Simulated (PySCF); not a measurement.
Species: `Cc1[pH]c2ccccc2c1F`. The columns A, B, C and D hold Mulliken, IAO, Hirshfeld and ESP-fitted charges (e) of one PBE0/pcSseg-1 density (PySCF), in a shuffled order. Coordinates in Å (GFN2-xTB); the density's dipole moment is (-0.44, 0.90, -0.20) D.

```json
{"atom": "C1", "x": "3.355", "y": "0.137", "z": "-0.267", "A": "-0.118", "B": "-0.122", "C": "-0.425", "D": "-0.476"}
{"atom": "C2", "x": "1.878", "y": "0.169", "z": "-0.070", "A": "-0.730", "B": "-0.067", "C": "-0.232", "D": "+0.112"}
{"atom": "P3", "x": "1.020", "y": "1.519", "z": "0.814", "A": "+0.585", "B": "+0.128", "C": "+0.390", "D": "-0.158"}
{"atom": "C4", "x": "-0.576", "y": "0.702", "z": "0.482", "A": "-0.455", "B": "-0.053", "C": "-0.188", "D": "-0.054"}
{"atom": "C5", "x": "-1.847", "y": "1.129", "z": "0.819", "A": "-0.027", "B": "-0.051", "C": "-0.146", "D": "-0.107"}
{"atom": "C6", "x": "-2.930", "y": "0.313", "z": "0.528", "A": "-0.068", "B": "-0.050", "C": "-0.155", "D": "-0.251"}
{"atom": "C7", "x": "-2.744", "y": "-0.925", "z": "-0.072", "A": "-0.075", "B": "-0.046", "C": "-0.147", "D": "-0.085"}
{"atom": "C8", "x": "-1.475", "y": "-1.369", "z": "-0.401", "A": "+0.039", "B": "-0.051", "C": "-0.158", "D": "-0.233"}
{"atom": "C9", "x": "-0.389", "y": "-0.552", "z": "-0.125", "A": "-0.200", "B": "-0.023", "C": "-0.029", "D": "+0.144"}
{"atom": "C10", "x": "1.007", "y": "-0.799", "z": "-0.407", "A": "+0.508", "B": "+0.070", "C": "+0.265", "D": "+0.042"}
{"atom": "F11", "x": "1.375", "y": "-1.946", "z": "-1.013", "A": "-0.277", "B": "-0.075", "C": "-0.270", "D": "-0.135"}
{"atom": "H12", "x": "3.863", "y": "0.109", "z": "0.697", "A": "+0.137", "B": "+0.047", "C": "+0.159", "D": "+0.166"}
{"atom": "H13", "x": "3.689", "y": "1.031", "z": "-0.792", "A": "+0.127", "B": "+0.046", "C": "+0.153", "D": "+0.153"}
{"atom": "H14", "x": "3.642", "y": "-0.742", "z": "-0.843", "A": "+0.128", "B": "+0.046", "C": "+0.161", "D": "+0.144"}
{"atom": "H15", "x": "0.965", "y": "2.389", "z": "-0.284", "A": "+0.088", "B": "-0.006", "C": "-0.005", "D": "+0.102"}
{"atom": "H16", "x": "-1.993", "y": "2.086", "z": "1.298", "A": "+0.077", "B": "+0.051", "C": "+0.154", "D": "+0.170"}
{"atom": "H17", "x": "-3.928", "y": "0.640", "z": "0.778", "A": "+0.091", "B": "+0.051", "C": "+0.155", "D": "+0.164"}
{"atom": "H18", "x": "-3.600", "y": "-1.548", "z": "-0.284", "A": "+0.094", "B": "+0.052", "C": "+0.156", "D": "+0.140"}
{"atom": "H19", "x": "-1.323", "y": "-2.333", "z": "-0.864", "A": "+0.075", "B": "+0.050", "C": "+0.163", "D": "+0.162"}
```

Which column most likely holds the ESP-fitted charges?

D. Σ q r misses the density's dipole by 0.07 D (D), 0.95 D (B), 3.14 D (C), 3.86 D (A). Charges fitted to the outside potential are the only set here that is tied to the molecule's multipoles.

And the Hirshfeld charges?

B. The mean sizes are 0.057 e (B), 0.158 e (D), 0.185 e (C), 0.205 e (A), and Hirshfeld charges are commonly the smallest of these schemes.

As computed, A = Mulliken, B = Hirshfeld, C = IAO, D = ESP-fitted. Hydrogens on carbon: Mulliken +0.07 to +0.14, Hirshfeld +0.05 to +0.05, IAO +0.15 to +0.16, ESP-fitted +0.14 to +0.17 e.

The Mulliken scheme gives each basis function's population to the atom it is centred on and halves the overlap population of two atoms between them. The IAO scheme counts the electrons in orthogonalised intrinsic atomic orbitals, a minimal basis polarised so that it spans the occupied orbitals exactly.

Isolated species at its GFN2-xTB geometry, gas phase.

These values come from a run that also computed NMR shieldings. Rough CPU time on one thread of a shared machine: about 2.3 min.
